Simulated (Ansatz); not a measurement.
Li5Al3, relaxed as a singlet with RKS r2SCAN-D4/def2-SVP in Ansatz, starting from the GFN2-xTB geometry. Force threshold 0.02 eV/Å.

The restricted singlet is unstable towards broken spin symmetry in Hartree–Fock (as tested in another run); at r2SCAN-D4/def2-SVP this wasn't settled. Another isomer (singlet) lies 0.54 eV lower at PBE0-D4/def2-TZVP; other spin states weren't run for this one.

Start:

```xyz
8

Al    1.306    0.895   -0.491
Al    0.922   -0.216    1.636
Al   -1.015    0.983    0.896
Li   -1.584   -2.468   -0.165
Li    0.561   -2.412   -1.438
Li   -0.040   -0.660   -0.113
Li    0.591    2.424    1.358
Li   -0.740    1.454   -1.682
```

```csv
step,energy (eV),largest force component (eV/Å),SCF passes
1,-20798.9736,4.399,70
2,-20800.4979,2.742,46
3,-20801.5721,0.741,48
4,-20802.0321,0.552,44
5,-20802.3289,0.461,42
6,-20802.6215,0.413,42
7,-20802.9056,0.383,38
8,-20803.1328,0.305,38
9,-20803.3104,0.217,37
10,-20803.4591,0.166,36
11,-20803.5705,0.261,37
12,-20803.6605,0.139,37
13,-20803.7324,0.132,36
14,-20803.7893,0.122,36
15,-20803.8378,0.112,36
16,-20803.8848,0.120,37
17,-20803.9355,0.142,36
18,-20803.9919,0.166,36
19,-20804.0568,0.170,37
20,-20804.1193,0.130,37
21,-20804.1629,0.094,36
22,-20804.1927,0.098,37
23,-20804.2238,0.065,37
24,-20804.2508,0.057,37
25,-20804.2754,0.077,37
26,-20804.2881,0.076,36
27,-20804.2908,0.064,37
28,-20804.2947,0.017,34
```

Force components are those of the run's own axes.

End:

Cartesian coordinates in Å:
```
Al 1.904 -0.372 -0.441
Al 1.503 1.646 0.962
Al -0.867 0.641 0.623
Li -2.393 -1.216 -0.600
Li 0.589 -2.345 -1.776
Li 0.120 -1.817 1.134
Li -0.668 2.855 2.098
Li -0.188 0.608 -1.999
```

Bonds lost: Al1–Al3, Al1–Li7, Al2–Li6, Li4–Li5, Li6–Li8 (atoms count from 1). Bonds formed: Al1–Li5, Al3–Li4, Li5–Li8 (atoms count from 1). Metal–metal contacts that move far: Li4–Li6 2.38 to 3.11 Å, Li5–Li6 2.28 to 2.99 Å.

No frequencies were taken in this run, so the end may be a saddle point.

Hardware: 4 threads of Arm Neoverse V2 on a shared host. Wall time 97 s.
